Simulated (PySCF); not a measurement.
O₂Ti, singlet, geometry from GFN2-xTB (such geometries of metal compounds can be far from the true shape); PBE/STO-3G in PySCF.

Here is a job for PySCF.
```python
from pyscf import gto, scf, dft

mol = gto.Mole()
mol.atom = '''
    Ti    0.23899428    0.04573060    0.28655580
    O     0.69526851    0.11672313   -1.27662119
    O    -1.35250277   -0.24248227    0.48859274
'''
mol.basis = 'sto-3g'
mol.verbose = 5
mol.build()

mf = dft.RKS(mol)
mf.xc = 'pbe'
mf.kernel()
mo_i, mo_e, stable_i, stable_e = mf.stability(internal=True, external=True, return_status=True, nroots=6, tol=1e-6)
print('internally stable:', stable_i, ' externally stable:', stable_e)
if not stable_e:
    umf = mf.to_uhf() if not hasattr(mf, 'xc') else mf.to_uks()
    umf.scf_summary = {}
    umf.kernel(umf.make_rdm1(mo_e, umf.mo_occ))
```

Output, abridged:

```
PySCF version 2.14.0

[INPUT] verbose = 5
[INPUT] max_memory = 4000
[INPUT] num. atoms = 3
[INPUT] num. electrons = 38
[INPUT] charge = 0
[INPUT] spin (= nelec alpha-beta = 2S) = 0
[INPUT] symmetry False subgroup None
[INPUT] Mole.unit = angstrom
[INPUT] Symbol           X                Y                Z      unit          X                Y                Z       unit  Magmom
[...]
[INPUT] ---------------- BASIS SET ----------------
[INPUT] l, kappa, [nprim/nctr], expnt,             c_1 c_2 ...
[INPUT] Ti
[...]
                                188.2662926       0.5353281423
                                50.95220601       0.4446345422
[...]
                                17.48676162       0.3995128261
                                5.687237606       0.7001154689
[...]
                                1.645810296       0.2175436044
                                0.635004777       0.9166769611
[...]
                                0.2628702203      0.0196064117
                                0.1160862609      1.131034442
[...]
                                17.48676162       0.6076837186
                                5.687237606       0.3919573931
[...]
                                1.645810296       0.5777664691
                                0.635004777       0.4846460366
[...]
                                0.2628702203      0.5715227604
                                0.1160862609      0.5498949471
[...]
                                0.502076728       0.6555473627
                                0.19371681        0.286573259
[INPUT] O
[...]
                                23.808861         0.53532814
                                6.4436083         0.44463454
[...]
                                1.1695961         0.39951283
                                0.380389          0.70011547
[...]
                                1.1695961         0.60768372
                                0.380389          0.39195739

nuclear repulsion = 126.697290622342
number of shells = 14
number of NR pGTOs = 84
number of NR cGTOs = 28
basis = sto-3g
ecp = {}

******** <class 'pyscf.dft.rks.RKS'> ********
method = RKS
initial guess = minao
damping factor = 0
level_shift factor = 0
DIIS = <class 'pyscf.scf.diis.CDIIS'>
diis_start_cycle = 1
diis_space = 8
diis_damp = 0
SCF conv_tol = 1e-09
SCF conv_tol_grad = None
SCF max_cycles = 50
direct_scf = True
direct_scf_tol = 1e-13
XC library pyscf.dft.libxc version 7.1.2
[...]
converged SCF energy = -988.701913865128
<class 'pyscf.dft.rks.RKS'> wavefunction is stable in the internal stability analysis
[...]
rhf_real2complex: lowest eigs of H = [0.01694091 0.06037909 0.08732174 0.08869926 0.09591121 0.11230817]
<class 'pyscf.dft.rks.RKS'> wavefunction is stable in the real -> complex stability analysis
davidson 0 1  |r|= 0.167  e= [0.04649545]  max|de|= 0.0465  lindep=  0.6
Old state -> New state
    0     ->     1
davidson 1 2  |r|= 0.147  e= [0.0239519 0.0553044]  max|de|= -0.0225  lindep= 0.277
davidson 2 4  |r|= 0.357  e= [0.00710684 0.02998936 0.1647667  0.24310901]  max|de|= 0.243  lindep= 0.801
davidson 3 8  |r|= 0.216  e= [0.00683062 0.02879983 0.07704728 0.12782689 0.16370368 0.24289986]  max|de|= 0.243  lindep= 0.812
Old state -> New state
    3     ->     4
    4     ->     5
davidson 4 14  |r|= 0.123  e= [0.0068265  0.02871855 0.06570538 0.08631755 0.10797662 0.12891592]  max|de|= -0.0415  lindep= 0.718
[...]
davidson 5 20  |r|= 0.0688  e= [0.00682644 0.0287139  0.06195775 0.07068743 0.0785458  0.11798371]  max|de|= -0.0294  lindep= 0.741
[...]
davidson 6 25  |r|= 0.0524  e= [0.00682644 0.02871378 0.06153661 0.0685718  0.07462402 0.10421844]  max|de|= 0.104  lindep= 0.767
davidson 7 29  |r|= 0.0227  e= [0.00682644 0.02871378 0.06152339 0.06843078 0.07443876 0.1003093 ]  max|de|= -0.00391  lindep= 0.738
[...]
davidson 8 6  |r|= 0.0227  e= [0.00682644 0.02871378 0.06152339 0.06843078 0.07443876 0.1003093 ]  max|de|= 1.39e-16  lindep= 0.993
davidson 9 9  |r|= 0.0112  e= [0.00682644 0.02871378 0.0615229  0.06842449 0.07443066 0.09977276]  max|de|= -0.000537  lindep= 0.739
[...]
davidson 10 12  |r|= 0.00461  e= [0.00682644 0.02871378 0.06152287 0.06842405 0.07442993 0.09966137]  max|de|= -0.000111  lindep= 0.78
davidson 11 13  |r|= 0.0025  e= [0.00682644 0.02871378 0.06152287 0.06842403 0.07442992 0.09964228]  max|de|= -1.91e-05  lindep= 0.675
davidson 12 14  |r|= 0.00118  e= [0.00682644 0.02871378 0.06152287 0.06842403 0.07442992 0.09963717]  max|de|= -5.11e-06  lindep= 0.757
davidson 13 15  |r|= 0.000667  e= [0.00682644 0.02871378 0.06152287 0.06842403 0.07442991 0.09963549]  max|de|= -1.68e-06  lindep= 0.756
[...]
converged 14 16  |r|= 0.000239  e= [0.00682644 0.02871378 0.06152287 0.06842403 0.07442991 0.09963514]  max|de|= -3.56e-07
rhf_external: lowest eigs of H = [0.00682644 0.02871378 0.06152287 0.06842403 0.07442991 0.09963514]
<class 'pyscf.dft.rks.RKS'> wavefunction is stable in the RHF/RKS -> UHF/UKS stability analysis
internally stable: True  externally stable: True
```
